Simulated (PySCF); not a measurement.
Species: C₆H₆BBr.
Bonds: Br1–C2, C2–C3 (double), C3–B4, B4–C5, C5–C6 (double), C6–C7, C7–C8 (double), C2–C8. Hydrogens: H9 on C3; H10 on B4; H11 on C5; H12 on C6; H13 on C7; H14 on C8.

Method: BHandHLYP/def2-SV(P) geometry optimisation, gas phase in PySCF; density fitting, grid level 1; the optimiser is geomeTRIC in internal coordinates, started from a GFN2-xTB structure.

Step 0: E = -77022.8494 eV
```
atom  x, y, z in Å  |  force x, y, z in eV/Å
Br1     3.2199   -1.1647   -0.6980   -0.410   0.194   0.093
C2      1.4533   -0.4483   -0.3102    0.670  -0.075  -0.132
C3      1.3491    0.8943   -0.1534    0.045   0.231   0.017
B4      0.0995    1.7114    0.1583   -0.138  -1.058  -0.088
C5     -1.2855    1.0995    0.3454   -0.024   0.148   0.019
C6     -1.6665   -0.2065    0.2723    0.002   0.191   0.020
C7     -0.8695   -1.3445    0.0063    0.189  -0.147  -0.048
C8      0.4663   -1.4577   -0.2417   -0.227  -0.318  -0.002
H9      2.2772    1.4446   -0.2648    0.118   0.027  -0.013
H10     0.2221    2.8748    0.2568    0.084   0.892   0.080
H11    -2.0978    1.7859    0.5666   -0.139   0.088   0.033
H12    -2.7150   -0.4400    0.4345   -0.123   0.020   0.026
H13    -1.4146   -2.2818   -0.0002   -0.017  -0.135  -0.007
H14     0.8301   -2.4635   -0.4154   -0.029  -0.057   0.003
```

Step 1: E = -77022.8541 eV
```
atom  x, y, z in Å  |  force x, y, z in eV/Å
Br1     3.1430   -1.1178   -0.9320    0.239  -0.109   0.075
C2      1.4736   -0.4553   -0.3070   -0.263   0.155  -0.154
C3      1.3702    0.8856   -0.0896    0.016  -0.138   0.013
B4      0.1099    1.6855    0.2234    0.000   0.231  -0.048
C5     -1.2999    1.1090    0.3077    0.004  -0.068   0.022
C6     -1.6715   -0.2005    0.2436   -0.028   0.019   0.037
C7     -0.8544   -1.3526    0.0618   -0.029  -0.040  -0.066
C8      0.4779   -1.4727   -0.1935    0.045   0.043   0.047
H9      2.2978    1.4402   -0.2150   -0.025   0.017  -0.020
H10     0.2390    2.8872    0.3389   -0.001  -0.115   0.034
H11    -2.1279    1.8063    0.4369    0.016   0.003   0.034
H12    -2.7330   -0.4299    0.3383    0.016  -0.001   0.019
H13    -1.3934   -2.2973    0.0906    0.006   0.014  -0.004
H14     0.8373   -2.4843   -0.3476    0.003  -0.012   0.011
```

Step 2: E = -77022.8726 eV
```
atom  x, y, z in Å  |  force x, y, z in eV/Å
Br1     3.1868   -1.1458   -0.8144   -0.036   0.045   0.005
C2      1.4655   -0.4506   -0.3447   -0.080  -0.008   0.219
C3      1.3562    0.8894   -0.1312    0.133   0.012  -0.147
B4      0.1056    1.6984    0.2025   -0.038  -0.072  -0.049
C5     -1.2963    1.1066    0.3207   -0.055   0.054   0.027
C6     -1.6726   -0.2012    0.2486    0.047  -0.021  -0.011
C7     -0.8601   -1.3518    0.0360   -0.022   0.027  -0.033
C8      0.4720   -1.4681   -0.2229    0.051  -0.034  -0.031
H9      2.2840    1.4436   -0.2530    0.013   0.014   0.008
H10     0.2393    2.8927    0.3423    0.003  -0.032   0.011
H11    -2.1203    1.7993    0.4916   -0.008   0.009   0.020
H12    -2.7308   -0.4310    0.3706    0.006   0.006   0.018
H13    -1.3973   -2.2970    0.0676    0.003   0.001   0.003
H14     0.8364   -2.4811   -0.3572   -0.015   0.001  -0.039
```

Task: Estimate the geometry and energy of step 3. (The exact step hangs on the optimiser's Hessian estimate; all steps are aligned on step 2, rigid shifts and turns removed.)

Result: E = -77022.8760 eV, largest force 0.200 eV/Å
```
atom  x, y, z in Å  |  force x, y, z in eV/Å
Br1     3.2023   -1.1354   -0.7601   -0.029  -0.062  -0.023
C2      1.4631   -0.4520   -0.3381    0.152   0.004   0.130
C3      1.3619    0.8910   -0.1493   -0.163  -0.015  -0.074
B4      0.1023    1.6885    0.1823    0.019   0.094   0.020
C5     -1.3025    1.1097    0.3289    0.086  -0.079  -0.023
C6     -1.6726   -0.1996    0.2536   -0.057   0.019   0.010
C7     -0.8632   -1.3486    0.0222    0.018  -0.022  -0.005
C8      0.4697   -1.4706   -0.2316    0.002   0.045  -0.023
H9      2.2894    1.4468   -0.2701   -0.024  -0.017   0.021
H10     0.2388    2.8796    0.3275    0.002   0.049  -0.010
H11    -2.1210    1.8033    0.5234    0.013  -0.016   0.002
H12    -2.7277   -0.4328    0.3931   -0.008  -0.011   0.010
H13    -1.4028   -2.2924    0.0484   -0.009  -0.002  -0.011
H14     0.8308   -2.4837   -0.3738   -0.001   0.014  -0.026
```

The energy changes by -0.0034 eV. The first-order estimate −F·Δx gives -0.0105 eV and the mean of the old and new forces, exact on a quadratic surface, -0.0033 eV. The step makes an angle of 70° with the force vector and moves no atom by more than 0.057 Å.

The cost below is that of the whole optimisation. Hardware: one thread, Arm Neoverse V2 (aarch64) (shared host). Cost: 50 s wall, 0.62 GiB resident at most.
